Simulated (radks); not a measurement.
These are the eigenvalues of the occupied orbitals of an atom or ion with whole-number occupations (Ry). All-electron calculation, Dirac Kohn-Sham, B86b exchange with PBE correlation, spin-unpolarised, spherical densities, point nucleus. Program: a radial shooting solver on a logarithmic mesh with Libxc functionals.

1s1/2: -189.3695
2s1/2: -39.48674

Which element is it, and in what charge state? The configuration may be excited. Open shells, if any, fill j = l - 1/2 first.

Answer. Z = 15, phosphorus, charge +11: P11+ in [He] 2s2. The 1s level, -94.685 hartree, gives Z - s = 13.8 by -(Z - s)^2/2, which with screening and relativity narrows Z to a few neighbours, and the depths must fix Z and the occupations together.
